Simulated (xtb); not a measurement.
Cl₄Te, singlet, geometry from GFN2-xTB. Base run: GFN2-xTB (xtb).

xtb was given this input:
```
$ xtb mol.xyz --gfn 2 --json

# file mol.xyz
5

Te    -0.00534842     0.01223355     0.48327654
Cl     1.16596908    -1.49075955    -0.82644836
Cl     1.90421897     1.50336856     0.12041395
Cl    -1.14657041     1.44638856    -0.92639152
Cl    -1.90725777    -1.49641785     0.15416827
```

Variants of this job, named by their change:

```
change               ΔE vs base (kJ/mol)  HOMO-LUMO gap (eV)  dipole (D)  G_solv (kcal/mol)  SCF cycles
-------------------  -------------------  ------------------  ----------  -----------------  ----------
base                                0.00                3.45        1.23                  -          17
acc = 1000                          0.04                3.45        1.24                  -          10
etemp = 5000                         ___                 ___         ___                  -          16
acc = 0.0001                        0.00                3.45        1.23                  -          24
gbsa = acetonitrile                  ___                 ___         ___                ___          16
gbsa = water                       -2.25                3.54        1.17              -0.71          16
acc = 0.1                           0.00                3.45        1.23                  -          20
```

Q: Complete the blanks.

A: 
- etemp = 5000, ΔE vs base (kJ/mol): -5.50
- etemp = 5000, HOMO-LUMO gap (eV): 3.53
- etemp = 5000, dipole (D): 1.26
- gbsa = acetonitrile, ΔE vs base (kJ/mol): -22.95
- gbsa = acetonitrile, HOMO-LUMO gap (eV): 3.52
- gbsa = acetonitrile, dipole (D): 1.18
- gbsa = acetonitrile, G_solv (kcal/mol): -5.60

ALPB and GBSA are two models with their own fitted parameters for each solvent, which aren't always the measured dielectric constant.
